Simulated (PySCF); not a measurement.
SCF from a fresh guess for singlet BrTeN, at the PBE0 minimum. PySCF input:

```python
from pyscf import gto, scf, dft
mol = gto.M(atom='''
Te    -0.667050     0.000000    -0.568360
N     -2.145460     0.000000     0.455260
Br     1.479090     0.000000     0.855300''',
    basis={'Te': 'def2-TZVP', 'N': 'def2-TZVP', 'Br': 'def2-TZVP'},
    ecp={'Te': 'def2-TZVP'},
    charge=0, spin=0)
mf = dft.RKS(mol, xc='PBE')
mf.grids.atom_grid = (50, 194)
aux = {'Te': 'def2-universal-JKFIT', 'N': 'def2-universal-JKFIT', 'Br': 'def2-universal-JKFIT'}
mf = mf.density_fit(auxbasis=aux)
mf.conv_tol = 1e-08
mf.diis_space = 10
mf.max_cycle = 60
mf.init_guess = 'minao'
mf.verbose = 4
mf.kernel()
```

Excerpt of the output (cycles and frontier levels):

```
init E= -2854.05233483273
  HOMO = -0.599598313413655  LUMO = -0.57313623897747  gap/eV = 0.72007
cycle= 1 E= -2890.70006945729  delta_E= -36.6  |g|= 4.75  |ddm|= 27.7
cycle= 2 E= -2783.55149212017  delta_E=  107  |g|= 15.8  |ddm|= 21.2
  HOMO = -0.0675413544444847  LUMO = 0.0216319715047898  gap/eV = 2.42653
cycle= 3 E= -2894.76503001318  delta_E= -111  |g|= 2.54  |ddm|= 17.9
  HOMO = -0.239527411980504  LUMO = -0.157289744766941  gap/eV = 2.23780
cycle= 4 E= -2895.03286412334  delta_E= -0.268  |g|= 2.42  |ddm|= 3.74
  HOMO = -0.170104824490029  LUMO = -0.0595871404953785  gap/eV = 3.00734
cycle= 5 E= -2894.78142884855  delta_E= 0.251  |g|= 2.12  |ddm|= 3.39
  HOMO = -0.254886330848153  LUMO = -0.180245882398283  gap/eV = 2.03107
cycle= 6 E= -2896.21510515797  delta_E= -1.43  |g|= 0.916  |ddm|= 2.63
  HOMO = -0.254045919941418  LUMO = -0.18517707776466  gap/eV = 1.87402
cycle= 7 E= -2896.37892294182  delta_E= -0.164  |g|= 0.55  |ddm|= 0.446
... 17 lines left out ...
cycle= 16 E= -2896.44798024103  delta_E= 3.03e-07  |g|= 0.00203  |ddm|= 0.00264
  HOMO = -0.237550823394222  LUMO = -0.175049952781653  gap/eV = 1.70074
cycle= 17 E= -2896.44798130937  delta_E= -1.07e-06  |g|= 0.000207  |ddm|= 0.00137
  HOMO = -0.237558676808325  LUMO = -0.175058597467688  gap/eV = 1.70071
cycle= 18 E= -2896.44798132026  delta_E= -1.09e-08  |g|= 1.04e-05  |ddm|= 0.000187
  HOMO = -0.237558907970205  LUMO = -0.175059780792461  gap/eV = 1.70069
cycle= 19 E= -2896.44798132029  delta_E= -3.37e-11  |g|= 2.01e-06  |ddm|= 1.33e-05
  HOMO = -0.237558445202232  LUMO = -0.175059202919788  gap/eV = 1.70069
Extra cycle  E= -2896.44798132027  delta_E= 1.77e-11  |g|= 1.01e-05  |ddm|= 1.03e-05
converged SCF energy = -2896.44798132027
```

No lower solution of this spin was found by a stability analysis within the restricted form, which does not test spin polarisation.

The search for the lowest solution, with the stability check, took 13 s on 4 threads of a shared Intel Xeon @ 2.70GHz host, with 129 basis functions; the process peaked at 0.31 GiB.
